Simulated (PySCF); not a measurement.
# Reading the logs of faulty runs: BClH3NSi

These are calculations, not measurements. They come from PySCF 2.14.0, an open-source quantum chemistry program, on an isolated molecule that a program drew, which may never have been made. The molecule is BClH3NSi (charge 0, singlet), drawn as the SMILES string `[SiH]NBCl`.

Each row is a Hartree-Fock (HF) and frozen-core CCSD(T) single point in the cc-pV(D+d)Z basis, meant for a local HF minimum. Run 1 is clean. Each other run has one planted mistake out of seven kinds, and not every kind appears here: one electron removed, one electron added, multiplicity raised by two, geometry at a saddle point, minimal basis STO-3G, one bond length entered in bohr, all coordinates scaled. The reference is restricted for singlets and unrestricted otherwise, and also for a bond in bohr. Adding or removing an electron swaps singlet and doublet. Electrons count all cores. HOMO and LUMO are orbital energies over both spins, the gradient is its largest component, and the lowest frequency (negative if imaginary) is given only where the gradient is small. Bond lengths are over the 6 bonds as drawn. T1 is the CCSD diagnostic: over 0.02 (restricted) or 0.045 (unrestricted) a single reference is doubtful.

Geometry of the clean run:
```xyz
7
BClH3NSi, angstrom
Si    2.5533    2.2791   -1.1989
N     1.2869    1.1739   -1.7078
B     0.4065    0.3861   -0.9328
Cl    0.4610    0.4031    0.8452
H     2.9506    2.6530   -2.6190
H     1.1414    1.0629   -2.6956
H    -0.4071   -0.3210   -1.4444
```

```
run  electrons  basis functions  <S^2>  HOMO (eV)  LUMO (eV)  gradient (hartree/bohr)  lowest frequency (cm^-1)  mean bond (Å)  longest bond (Å)      T1  HF (hartree)  CCSD(T) (hartree)                          mistake
  1         46               89  0.000      -9.15       0.88                  3.1e-05                       160         1.4445             1.779  0.0138    -829.38878         -829.92005                         no fault
  2         46               89  2.004      -7.68       0.06                  3.8e-02                         -         1.4445             1.779  0.0176    -829.34170         -829.84974       multiplicity raised by two
  3         46               89  0.804      -9.30       0.77                  1.8e-02                         -         1.6215             2.255  0.0686    -829.26513         -829.79899  one bond length entered in bohr
  4         46               89  0.000      -8.78       1.17                  8.6e-02                         -         1.3405             1.651  0.0121    -829.34445         -829.86801                                ?
  5         45               89  0.765     -16.44      -7.17                  5.1e-02                         -         1.4445             1.779  0.0210    -829.08995         -829.59242                                ?
```

**Which mistake was planted in run 4, and what did it cost?**

The mean and the longest bond both change by the same factor, 0.928, and the gradient is no longer small. So the mistake is: all coordinates scaled. Subtracting run 1 and multiplying by 627.51 kcal/mol a hartree, the energy moved by 27.8 kcal/mol in HF and 32.7 kcal/mol in CCSD(T).

**Which mistake was planted in run 5, and what did it cost?**

It counts 45 electrons, one fewer than the clean run, at the same geometry and basis. So the mistake is: one electron removed. Subtracting run 1 and multiplying by 627.51 kcal/mol a hartree, the energy moved by 187.5 kcal/mol in HF and 205.6 kcal/mol in CCSD(T).

Cautions from the logs. Run 3: T1 is over the limit, so its CCSD(T) energy is less reliable.
